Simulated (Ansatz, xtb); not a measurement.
## Ranking isomers of BFGeH4P

5 gas-phase structures of BFGeH4P, found in a search over its isomers (lower ones may exist). Each was relaxed with GFN2-xTB; where two conformers were screened, the lower at r2SCAN-D4/def2-SVP//GFN2-xTB is listed:

A. `B[PH][GeH][F]`, a doublet
B. a doublet given by its coordinates
C. `[BH3-][Ge+]([F])[PH]`, a doublet
D. `B[PH2][Ge][F]`, a doublet
E. a doublet given by its coordinates

B (Å):

```xyz
8

B    -1.1382   -1.5249    0.6479
F     0.9478    0.7834   -0.5041
Ge    0.6357    0.1488    1.1899
P     0.5984   -2.1932    0.4311
H    -1.6516   -1.6786    1.6930
H    -1.7316   -1.1434   -0.2851
H     0.8109   -2.6040   -0.8694
H     0.7941   -3.4167    1.0572
```

Close contacts (Å): B1–Ge3 2.50, B1–P4 1.87, F2–Ge3 1.84, Ge3–P4 2.46, B1–H5 1.17, B1–H6 1.17, P4–H7 1.38, P4–H8 1.39.

E (Å):

```xyz
8

B    -1.1140   -2.4270    0.2094
F     1.6930    0.9766    1.0816
Ge    0.3359    0.6757   -0.1027
P     0.6072   -1.6613   -0.3040
H    -1.0979   -3.6071    0.2722
H    -1.9337   -1.9880   -0.5327
H    -1.1498   -1.9500    1.3199
H     1.4986   -1.9191    0.7437
```

Close contacts (Å): B1–P4 1.95, F2–Ge3 1.83, Ge3–P4 2.36, B1–H5 1.18, B1–H6 1.19, B1–H7 1.21, P4–H8 1.40.

Question: Estimate their order in r2SCAN-D4/def2-SVP//GFN2-xTB energy at these geometries, lowest first.

Answer: Calculated order at r2SCAN-D4/def2-SVP//GFN2-xTB: B (0.0), A (33.9), E (61.4), D (64.8), C (69.8) kJ/mol. Less than 1 kcal/mol parts E and D, so the order within that pair means little.

Energies above the lowest of each column, in kJ/mol:

| structure | GFN2-xTB | HF/STO-3G | r2SCAN-D4/def2-SVP//GFN2-xTB |
| --- | --- | --- | --- |
| B | 19.7 | 61.0 | 0.0 |
| A | 46.0 | 0.0 | 33.9 |
| E | 0.0 | 62.7 | 61.4 |
| D | 40.0 | 181.4 | 64.8 |
| C | 33.4 | 51.5 | 69.8 |

r2SCAN-D4/def2-SVP//GFN2-xTB puts B lowest; GFN2-xTB picks E, HF/STO-3G picks A. Some further structures that were screened fall inside this span and aren't listed. Flexible structures stand in one conformer each, not always the lowest. Frequencies (r2SCAN-D4/def2-SVP) were run for A alone. Open shells are spin-unrestricted, some with notable spin contamination.

Over these structures GFN2-xTB departs from r2SCAN-D4/def2-SVP//GFN2-xTB by 27.2 kJ/mol on average once a common shift is removed. A GFN2-xTB relaxation took about 0.19 s and the r2SCAN-D4/def2-SVP//GFN2-xTB energy about 3.6 s on a shared host (Ansatz 0.2.0, xtb 6.7.1).
